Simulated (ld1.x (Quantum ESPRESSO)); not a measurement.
# Configuration tests for sulfur (PAW)

ld1.x (Quantum ESPRESSO) 7.5 input, shortened:

```
&input
   title='S', zed=16., rel=1, dft='BLYP', iswitch=3,
   config='[Ne] 3s2 3p4 3d-2'
 /
 &inputp
   pseudotype=3, lpaw=.true., tm=.true., lloc=-2, rcloc=0.95,
   nlcc=.true., new_core_ps=.true.,
   which_augfun='PSQ', rmatch_augfun_nc=.true.
 /
6
3S  1  0   2.00   0.00  1.20  1.35  0.0
3S  1  0   0.00  -0.85  1.20  1.35  0.0
3P  2  1   4.00   0.00  1.10  1.35  0.0
3P  2  1   0.00   0.75  1.10  1.35  0.0
3D  3  2  -2.00  -0.20  1.00  1.25  0.0
3D  3  2  -2.00   1.80  1.00  1.25  0.0
 &test
   configts(1)='3s2 3p4'
 /
```

Energies are relative to the spin-unpolarised reference configuration 3s2 3p4; without spin polarisation the order of configurations can differ from experiment. The frozen-core shift is the all-electron ΔE with the core orbitals held at their reference shape minus the fully relaxed ΔE.

```
valence configuration  charge  ΔE all-electron (eV)  error AE − PS (meV)  frozen-core shift (meV)
              3s2 3p3      +1                11.619                 -1.5                     +1.3
              3s1 3p5       0                10.316                 -0.6                     +0.3
            3s2 3p4.3    -0.3                -1.667                 +0.1                      0.0
              3s2 3p0      +4               114.445                 -107                     +114
              3s1 3p4      +1                22.494                 -2.6                     +2.2
```

What are ΔE and the potential's error for 3s2 3p1?

ΔE = 67.683 eV all-electron; the error (AE − PS) is -35 meV.

What are ΔE and the potential's error for 3s2 3p2?

ΔE = 33.756 eV all-electron; the error (AE − PS) is -8.9 meV.
